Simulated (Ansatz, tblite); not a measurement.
Isomers of Be₂O₃⁻ (doublet), found by a short tight-binding search and relaxed with r2SCAN-D4/def2-TZVPD in Ansatz.

The xTB rows come from tblite. LC-ωPBE has ω = 0.4 bohr⁻¹. Correlated methods freeze 3 core orbitals.

Run but left out: MP2/def2-TZVPPD (B: ⟨S²⟩ 1.00, where a pure state has 0.75).

B: At CCSD(T)/def2-TZVPPD the charge -1 doublet is spin-contaminated (final ⟨S²⟩ up to 1.00, 0.75 for a pure state). At PBE-D4/def2-TZVPD, r2SCAN-D4/def2-TZVPD the highest occupied level of the charge -1 doublet lies above zero (up to 0.37 eV). It is a level of α spin, whose loss leaves a singlet; that state wasn't run at this geometry and level. The electron is either unbound and held by the finite basis, or the level is raised by self-interaction error. It holds 1 O–O bond.

Other spin states were run for one of them alone.

A:

```xyz
5

Be    0.095    1.393    0.335
Be   -0.095   -1.393   -0.334
O     0.189    2.779    0.664
O    -0.190   -2.778   -0.669
O     0.001   -0.001    0.004
```

B:

```xyz
5

Be    0.5852   -0.5308    0.2324
Be   -1.4320    0.8053   -0.5974
O     1.2932   -1.6880    0.4849
O     0.0977    0.7471   -0.7742
O    -0.5441    0.6665    0.6542
```

C:

```xyz
5

Be    0.005    0.099    0.472
Be   -0.014   -0.272   -1.296
O     0.021    0.410    1.955
O     1.102   -0.655   -0.465
O    -1.114    0.417   -0.666
```

**Question.** Estimate which lies lowest at each level, and how far above it the others are (eV).

**Answer.** 
```tsv
level	A	B	C
GFN1-xTB	0.00	2.99	1.93
GFN2-xTB	0.00	3.12	1.54
HF/def2-TZVPPD	0.36	4.53	0.00
PBE-D4/def2-TZVPD	0.00	3.93	0.60
r2SCAN-D4/def2-TZVPD	0.00	3.92	0.33
PBE0-D4/def2-TZVPD	0.00	3.68	0.00
CAM-B3LYP-D4/def2-TZVPD	0.21	3.85	0.00
LC-ωPBE/def2-TZVPD	0.57	3.79	0.00
CCSD/def2-TZVPPD	0.38	3.73	0.00
CCSD(T)/def2-TZVPPD	0.36	3.53	0.00
```
Point groups (tolerance 0.1 Å): A D∞h, B Cs, C C2v. Lower isomers may exist.
